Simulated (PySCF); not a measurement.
Q: Give a PBE0-D3(BJ)/def2-SVP geometry of `C[Se]/C1=C\CCCCCC1`.

A: 
```
atom  x, y, z in Å
C1     3.3350   -0.8193   -0.6132
Se2    1.7647    0.3225   -0.7100
C3     0.9671   -0.1921    0.9581
C4     0.3164    0.7004    1.7219
C5    -0.2475    1.9810    1.2290
C6    -1.6787    1.6388    0.7477
C7    -1.8167    0.3752   -0.1197
C8    -1.8056   -1.0095    0.5861
C9    -0.6146   -1.9534    0.3478
C10    0.6653   -1.6448    1.1543
H11    3.9792   -0.5263   -1.4533
H12    3.0723   -1.8801   -0.7188
H13    3.8702   -0.6491    0.3300
H14   -0.1417    0.3044    2.6386
H15   -0.2948    2.7666    2.0002
H16    0.3527    2.3715    0.3898
H17   -2.0770    2.5028    0.1891
H18   -2.3314    1.5280    1.6321
H19   -1.0556    0.3890   -0.9190
H20   -2.7799    0.4697   -0.6470
H21   -1.9535   -0.8748    1.6723
H22   -2.7002   -1.5579    0.2485
H23   -0.9284   -2.9853    0.5803
H24   -0.3621   -1.9443   -0.7263
H25    0.4794   -1.8321    2.2260
H26    1.4767   -2.3216    0.8442
```

Orientation and origin are arbitrary. Atoms count from 1 in this order. The 2 C–Se bonds span 1.919 Å (Se2–C3, drawn single) to 1.944 Å (C1–Se2, drawn single), a spread of 0.025 Å. Of the pairs four or more bonds apart, C4···C8 is among the closest relative to their van der Waals radii: 2.95 Å, 87 % of the sum of Bondi's values. Se2 (selenium bonded to 2 C) is bent (angle 97.8°). The 8-membered ring C3–C4–C5–C6–C7–C8–C9–C10 has internal angles of 105.3° to 124.7° (sum 924°, against 1080° for a flat polygon); it is puckered, 0.30 Å rms from its mean plane.

Bonds between heavy atoms (Å): C1–Se2 1.944, Se2–C3 1.919, C3=C4 1.343, C4–C5 1.484, C5–C6 1.548, C6–C7 1.539, C7–C8 1.554, C8–C9 1.538, C9–C10 1.544, C3–C10 1.497.

Method: PySCF 2.14.0, PBE0-D3(BJ)/def2-SVP geometry optimisation, gas phase.

Point group: C1 (no symmetry element, even within 0.4 Å). PBE0-D3(BJ)/def2-SVP frequencies: not computed here. The numbers are those of one conformer (C1–Se2–C3–C4 144°, C3–C4–C5–C6 88°, C4–C5–C6–C7 -46°, C5–C6–C7–C8 78°, C6–C7–C8–C9 -112°).
